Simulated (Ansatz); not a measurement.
Nudged elastic band run: C₄H₁₀Si

Input file:

```yaml
crystal:
  periodic: [false, false, false]
  atoms:
    - { symbol: C, position_ang: [-0.998685, -1.975364, -0.292279] }
    - { symbol: C, position_ang: [-0.291887, -0.817732, 0.396302] }
    - { symbol: C, position_ang: [1.230651, -0.6321, 0.151625] }
    - { symbol: Si, position_ang: [0.159714, 0.805937, -0.540697] }
    - { symbol: C, position_ang: [0.135297, 2.508691, 0.330812] }
    - { symbol: H, position_ang: [-2.095722, -1.859416, -0.253768] }
    - { symbol: H, position_ang: [-0.709008, -2.046489, -1.356486] }
    - { symbol: H, position_ang: [-0.739107, -2.941344, 0.184146] }
    - { symbol: H, position_ang: [-0.592805, -0.673613, 1.443899] }
    - { symbol: H, position_ang: [1.86202, -0.445523, 1.027796] }
    - { symbol: H, position_ang: [1.694531, -1.317444, -0.568016] }
    - { symbol: H, position_ang: [-0.073031, 0.801748, -2.032208] }
    - { symbol: H, position_ang: [-0.837669, 3.007812, 0.191904] }
    - { symbol: H, position_ang: [0.928548, 3.164076, -0.065066] }
    - { symbol: H, position_ang: [0.305253, 2.369861, 1.411237] }
magnetization:
  spin_polarized: true
basis:
  gaussian: { orbitals: "6-31G" }
hamiltonian:
  xc: pbe
  dispersion: d4
neb:
  order_check: false
  images: 5
  f_tol: 0.03
  max_iterations: 60
  final_atoms:
    - { symbol: C, position_ang: [-1.06810998, -0.86588524, -0.57917948] }
    - { symbol: C, position_ang: [-0.20746976, -1.48506666, 0.58162732] }
    - { symbol: C, position_ang: [1.19651999, -0.83714736, 0.29808724] }
    - { symbol: Si, position_ang: [0.28142629, 0.53122766, -0.74632583] }
    - { symbol: C, position_ang: [-0.10588755, 2.1545048, 0.20194986] }
    - { symbol: H, position_ang: [-2.10165817, -0.59083085, -0.31771174] }
    - { symbol: H, position_ang: [-1.09114811, -1.51649891, -1.47038147] }
    - { symbol: H, position_ang: [-0.20306152, -2.58994229, 0.60762417] }
    - { symbol: H, position_ang: [-0.59016987, -1.13755895, 1.55844834] }
    - { symbol: H, position_ang: [1.77837807, -0.54158543, 1.18480996] }
    - { symbol: H, position_ang: [1.82810022, -1.47904647, -0.34004059] }
    - { symbol: H, position_ang: [0.81456663, 0.86709341, -2.13428243] }
    - { symbol: H, position_ang: [-0.50461306, 1.92173367, 1.2032273] }
    - { symbol: H, position_ang: [-0.85490606, 2.755013, -0.3411037] }
    - { symbol: H, position_ang: [0.80613289, 2.76308963, 0.32245203] }
  initial_path:
    images:
      - { positions_ang: [[-0.998685, -1.975364, -0.292279], [-0.291887, -0.817732, 0.396302], [1.230651, -0.6321, 0.151625], [0.159714, 0.805937, -0.540697], [0.135297, 2.508691, 0.330812], [-2.095722, -1.859416, -0.253768], [-0.709008, -2.046489, -1.356486], [-0.739107, -2.941344, 0.184146], [-0.592805, -0.673613, 1.443899], [1.86202, -0.445523, 1.027796], [1.694531, -1.317444, -0.568016], [-0.073031, 0.801748, -2.032208], [-0.837669, 3.007812, 0.191904], [0.928548, 3.164076, -0.065066], [0.305253, 2.369861, 1.411237]] }
      - { positions_ang: [[-1.0337198, -1.88285312, -0.33883102], [-0.24998696, -0.88549265, 0.43301575], [1.21434183, -0.65365623, 0.12806721], [0.34779511, 0.79735781, -0.59225197], [0.10730038, 2.39844264, 0.33280284], [-2.02432699, -1.54249904, -0.43987105], [-0.68101678, -2.07261392, -1.33426181], [-0.74382629, -2.70351012, 0.38335868], [-0.60796823, -0.59536921, 1.4098513], [1.88229379, -0.48222287, 0.99865902], [1.6919282, -1.35679578, -0.55617109], [-0.0868496, 0.74125118, -1.99634959], [-0.90760916, 2.69845013, 0.3342182], [0.65471094, 3.15744321, -0.09963973], [0.41503356, 2.33116797, 1.36660426]] }
      - { positions_ang: [[-1.0687546, -1.79034223, -0.38538305], [-0.20808692, -0.95325331, 0.4697295], [1.19803265, -0.67521247, 0.10450942], [0.53587621, 0.78877863, -0.64380694], [0.07930376, 2.28819429, 0.33479367], [-1.95293197, -1.22558208, -0.6259741], [-0.65302555, -2.09873884, -1.31203761], [-0.74854559, -2.46567624, 0.58257135], [-0.62313146, -0.51712542, 1.3758036], [1.90256759, -0.51892275, 0.96952204], [1.68932541, -1.39614756, -0.54432617], [-0.1006682, 0.68075437, -1.96049118], [-0.97754932, 2.38908827, 0.47653239], [0.38087387, 3.15081042, -0.13421345], [0.52481413, 2.29247493, 1.32197152]] }
      - { positions_ang: [[-1.1037894, -1.69783135, -0.43193507], [-0.16618688, -1.02101396, 0.50644326], [1.18172348, -0.6967687, 0.08095163], [0.72395732, 0.78019944, -0.69536191], [0.05130713, 2.17794593, 0.33678451], [-1.88153696, -0.90866511, -0.81207715], [-0.62503433, -2.12486376, -1.28981342], [-0.75326488, -2.22784236, 0.78178403], [-0.63829469, -0.43888163, 1.3417559], [1.92284138, -0.55562262, 0.94038506], [1.68672261, -1.43549935, -0.53248126], [-0.1144868, 0.62025755, -1.92463277], [-1.04748948, 2.0797264, 0.61884659], [0.10703681, 3.14417763, -0.16878718], [0.63459469, 2.2537819, 1.27733878]] }
      - { positions_ang: [[-1.09189626, -1.42051598, -0.48101654], [-0.17994784, -1.17569819, 0.53150461], [1.18665565, -0.74356159, 0.15333017], [0.57644698, 0.69720885, -0.71234988], [-0.0010911, 2.17013222, 0.29183963], [-1.95491069, -0.80272036, -0.64728868], [-0.78040559, -1.92207548, -1.35000277], [-0.56986376, -2.34854234, 0.72373074], [-0.62225309, -0.67177407, 1.41398672], [1.87468694, -0.55094356, 1.02186002], [1.73384848, -1.45001505, -0.46833437], [0.19519767, 0.70253617, -1.99451599], [-0.86653067, 2.02706215, 0.81364016], [-0.21361081, 3.01445609, -0.22622602], [0.69177409, 2.42355115, 0.9590432]] }
      - { positions_ang: [[-1.08000312, -1.14320061, -0.53009801], [-0.1937088, -1.33038242, 0.55656596], [1.19158782, -0.79035448, 0.2257087], [0.42893664, 0.61421825, -0.72933785], [-0.05348932, 2.16231851, 0.24689474], [-2.02828443, -0.6967756, -0.48250021], [-0.93577685, -1.71928719, -1.41019212], [-0.38646264, -2.46924231, 0.66567746], [-0.60621148, -0.90466651, 1.48621753], [1.8265325, -0.5462645, 1.10333499], [1.78097435, -1.46453076, -0.40418748], [0.50488215, 0.78481479, -2.06439921], [-0.68557186, 1.97439791, 1.00843373], [-0.53425844, 2.88473454, -0.28366486], [0.74895349, 2.59332039, 0.64074762]] }
      - { positions_ang: [[-1.06810998, -0.86588524, -0.57917948], [-0.20746976, -1.48506666, 0.58162732], [1.19651999, -0.83714736, 0.29808724], [0.28142629, 0.53122766, -0.74632583], [-0.10588755, 2.1545048, 0.20194986], [-2.10165817, -0.59083085, -0.31771174], [-1.09114811, -1.51649891, -1.47038147], [-0.20306152, -2.58994229, 0.60762417], [-0.59016987, -1.13755895, 1.55844834], [1.77837807, -0.54158543, 1.18480996], [1.82810022, -1.47904647, -0.34004059], [0.81456663, 0.86709341, -2.13428243], [-0.50461306, 1.92173367, 1.2032273], [-0.85490606, 2.755013, -0.3411037], [0.80613289, 2.76308963, 0.32245203]] }
```

Run as:

```bash
$ ansatz run input.yaml --threads 2 --pin off --max-ram 3072MiB --backend cpu --events-out ev --progress --plain --runs-dir out
```

Output, in part (warnings, iteration lines, the closing report on the highest movable image, with atoms numbered from 0):

```
NEB end point (image 0): max|allowed force component| = 6.848e-3 eV/Å (the criterion of neb.relax_end_points is 1.000e-2)
NEB end point (image 6): max|allowed force component| = 1.793e-2 eV/Å (the criterion of neb.relax_end_points is 1.000e-2)
NEB iter   1: max|band force component| = 4.825e0 eV/Å  barrier→ = 5.4169 eV  barrier← = 5.9962 eV  Δτ_max = 0.2000 Å  (338 SCF iters)
NEB iter   2: max|band force component| = 2.714e0 eV/Å  barrier→ = 3.4405 eV  barrier← = 4.0198 eV  Δτ_max = 0.2000 Å  (168 SCF iters)
NEB iter   3: max|band force component| = 1.603e0 eV/Å  barrier→ = 2.5660 eV  barrier← = 3.1454 eV  Δτ_max = 0.2000 Å  (164 SCF iters)
NEB iter   4: max|band force component| = 1.394e0 eV/Å  barrier→ = 1.8503 eV  barrier← = 2.4296 eV  Δτ_max = 0.1990 Å  (226 SCF iters)
NEB iter   5: max|band force component| = 1.110e0 eV/Å  barrier→ = 1.4550 eV  barrier← = 2.0344 eV  Δτ_max = 0.1996 Å  (149 SCF iters)
NEB iter   6: max|band force component| = 7.249e-1 eV/Å  barrier→ = 1.2810 eV  barrier← = 1.8603 eV  Δτ_max = 0.2000 Å  (138 SCF iters)
NEB iter   7: max|band force component| = 1.128e0 eV/Å  barrier→ = 1.1298 eV  barrier← = 1.7092 eV  Δτ_max = 0.1007 Å  (133 SCF iters)
NEB iter   8: max|band force component| = 1.426e0 eV/Å  barrier→ = 1.1812 eV  barrier← = 1.7606 eV  CI = image 3  Δτ_max = 0.1999 Å  (128 SCF iters)
NEB iter   9: max|band force component| = 3.129e0 eV/Å  barrier→ = 1.7351 eV  barrier← = 2.3145 eV  CI = image 3  Δτ_max = 0.1907 Å  (130 SCF iters)
NEB iter  10: max|band force component| = 2.771e0 eV/Å  barrier→ = 1.8408 eV  barrier← = 2.4201 eV  CI = image 3  Δτ_max = 0.1991 Å  (136 SCF iters)
NEB iter  11: max|band force component| = 2.590e0 eV/Å  barrier→ = 1.8439 eV  barrier← = 2.4233 eV  CI = image 3  Δτ_max = 0.1995 Å  (137 SCF iters)
NEB iter  12: max|band force component| = 2.808e0 eV/Å  barrier→ = 2.1540 eV  barrier← = 2.7333 eV  CI = image 3  Δτ_max = 0.1975 Å  (148 SCF iters)
NEB iter  13: max|band force component| = 2.861e0 eV/Å  barrier→ = 2.6062 eV  barrier← = 3.1856 eV  CI = image 3  Δτ_max = 0.2000 Å  (150 SCF iters)
NEB iter  14: max|band force component| = 2.539e0 eV/Å  barrier→ = 2.7862 eV  barrier← = 3.3655 eV  CI = image 3  Δτ_max = 0.2000 Å  (147 SCF iters)
NEB iter  15: max|band force component| = 2.032e0 eV/Å  barrier→ = 2.9907 eV  barrier← = 3.5701 eV  CI = image 3  Δτ_max = 0.1969 Å  (142 SCF iters)
NEB iter  16: max|band force component| = 1.390e0 eV/Å  barrier→ = 3.0211 eV  barrier← = 3.6004 eV  CI = image 3  Δτ_max = 0.1990 Å  (141 SCF iters)
NEB iter  17: max|band force component| = 1.019e0 eV/Å  barrier→ = 3.0905 eV  barrier← = 3.6698 eV  CI = image 3  Δτ_max = 0.1995 Å  (152 SCF iters)
NEB iter  18: max|band force component| = 8.626e-1 eV/Å  barrier→ = 3.2111 eV  barrier← = 3.7905 eV  CI = image 3  Δτ_max = 0.1528 Å  (146 SCF iters)
NEB iter  19: max|band force component| = 4.533e-1 eV/Å  barrier→ = 3.1845 eV  barrier← = 3.7638 eV  CI = image 3  Δτ_max = 0.1971 Å  (243 SCF iters)
NEB iter  20: max|band force component| = 9.619e-1 eV/Å  barrier→ = 3.1081 eV  barrier← = 3.6875 eV  CI = image 3  Δτ_max = 0.1010 Å  (157 SCF iters)
NEB iter  21: max|band force component| = 4.733e-1 eV/Å  barrier→ = 3.1322 eV  barrier← = 3.7115 eV  CI = image 3  Δτ_max = 0.1005 Å  (171 SCF iters)
NEB iter  22: max|band force component| = 2.171e-1 eV/Å  barrier→ = 3.1375 eV  barrier← = 3.7169 eV  CI = image 3  Δτ_max = 0.1047 Å  (236 SCF iters)
NEB iter  23: max|band force component| = 1.814e-1 eV/Å  barrier→ = 3.1298 eV  barrier← = 3.7092 eV  CI = image 3  Δτ_max = 0.1974 Å  (165 SCF iters)
NEB iter  24: max|band force component| = 2.010e-1 eV/Å  barrier→ = 3.1278 eV  barrier← = 3.7071 eV  CI = image 3  Δτ_max = 0.0682 Å  (144 SCF iters)
NEB iter  25: max|band force component| = 6.835e-2 eV/Å  barrier→ = 3.1271 eV  barrier← = 3.7065 eV  CI = image 3  Δτ_max = 0.0127 Å  (135 SCF iters)
NEB iter  26: max|band force component| = 5.472e-2 eV/Å  barrier→ = 3.1270 eV  barrier← = 3.7063 eV  CI = image 3  Δτ_max = 0.0305 Å  (138 SCF iters)
NEB iter  27: max|band force component| = 2.540e-2 eV/Å  barrier→ = 3.1269 eV  barrier← = 3.7063 eV  CI = image 3  Δτ_max = 0.0000 Å  (351 SCF iters)
Total energy: -12172.83149845 eV, -447.3433065264 hartree
Atom 0 at    -1.314320    -0.938549    -0.036493 Å, force    -0.000545    -0.004877    -0.000929 eV/Å
Atom 1 at    -0.034198    -0.996758     0.680780 Å, force     0.000943    -0.001390    -0.001372 eV/Å
Atom 2 at     1.315596    -0.843121     0.126556 Å, force    -0.004634    -0.005238     0.004602 eV/Å
Atom 3 at     1.511195     1.132840    -0.463734 Å, force     0.002814     0.003170    -0.000859 eV/Å
Atom 4 at    -0.229637     1.877060    -0.026361 Å, force    -0.005666    -0.004447     0.000837 eV/Å
Atom 5 at    -2.245376    -0.832102     0.521094 Å, force     0.001034     0.001827     0.002026 eV/Å
Atom 6 at    -1.345348    -1.035385    -1.123984 Å, force     0.001577    -0.000593    -0.000290 eV/Å
Atom 7 at    -0.612082    -2.099497     0.457262 Å, force     0.001502     0.003135    -0.001157 eV/Å
Atom 8 at    -0.131172    -0.818244     1.760524 Å, force    -0.000130     0.001700    -0.000444 eV/Å
Atom 9 at     2.097329    -1.121625     0.842919 Å, force     0.000859     0.001145    -0.001354 eV/Å
Atom 10 at     1.482154    -1.343286    -0.841800 Å, force    -0.002072     0.000174    -0.001501 eV/Å
Atom 11 at     1.274995     0.942901    -2.001416 Å, force     0.001046    -0.000043     0.000154 eV/Å
Atom 12 at    -1.025048     1.137929    -0.338677 Å, force     0.002625     0.003245     0.001208 eV/Å
Atom 13 at    -0.400766     2.816537    -0.579815 Å, force     0.000990     0.001434    -0.000651 eV/Å
Atom 14 at    -0.365222     2.070400     1.052345 Å, force    -0.000344     0.000757    -0.000268 eV/Å
Dipole moment:    -0.654737    -0.719070     0.288712 e Å
```

The run converged. Neighbouring images differ by up to 2.9 eV, so the band resolves the path poorly. A vibrational analysis at the climbing image gives one clearly imaginary mode, 1290i cm⁻¹: a first-order saddle point. The orbitals stay closed-shell, which can raise the energy where a bond breaks towards radicals; this wasn't checked here. Limits of this set-up: no polarisation functions.

Final band (atoms are numbered from 1 in the order of the input):

```json
{"image": "0", "path coordinate (Å)": "0.00", "energy (eV)": "0.00", "C1–H8 (Å)": "1.11", "C1–Si4 (Å)": "3.02", "C2–H8 (Å)": "2.18"}
{"image": "1", "path coordinate (Å)": "1.71", "energy (eV)": "0.30", "C1–H8 (Å)": "1.11", "C1–Si4 (Å)": "3.01", "C2–H8 (Å)": "2.21"}
{"image": "2", "path coordinate (Å)": "3.41", "energy (eV)": "0.81", "C1–H8 (Å)": "1.11", "C1–Si4 (Å)": "3.39", "C2–H8 (Å)": "2.13"}
{"image": "3", "path coordinate (Å)": "5.12", "energy (eV)": "3.13", "C1–H8 (Å)": "1.44", "C1–Si4 (Å)": "3.53", "C2–H8 (Å)": "1.26"}
{"image": "4", "path coordinate (Å)": "6.92", "energy (eV)": "0.25", "C1–H8 (Å)": "2.17", "C1–Si4 (Å)": "2.05", "C2–H8 (Å)": "1.10"}
{"image": "5", "path coordinate (Å)": "8.72", "energy (eV)": "-0.53", "C1–H8 (Å)": "2.26", "C1–Si4 (Å)": "1.95", "C2–H8 (Å)": "1.11"}
{"image": "6", "path coordinate (Å)": "10.52", "energy (eV)": "-0.58", "C1–H8 (Å)": "2.26", "C1–Si4 (Å)": "1.95", "C2–H8 (Å)": "1.11"}
```

Time of the run: 5.6 min on 2 threads of AMD EPYC 7B13 (Zen 3), with other jobs on the host, peak memory 0.2 GiB.
